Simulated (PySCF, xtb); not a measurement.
Ag2, SMILES [Ag][Ag], multiplicity 1.

GFN2-xTB (xtb 6.7.1) at its own geometry gives an orbital gap of 2.38 eV and a dipole moment of 0.00 D.

Geometry: PBE0-D3(BJ)/def2-TZVPD. The spin state was assumed, not searched. The def2 effective core potentials stand for the cores of Ag; spin–orbit coupling is left out.

Task: What does M06-2X/def2-TZVPD in PySCF give? (The exact figures need the calculation; the answer reports its results.)

Result: gap 4.24 eV (levels -6.10 and -1.86 eV), dipole 0.00 D.
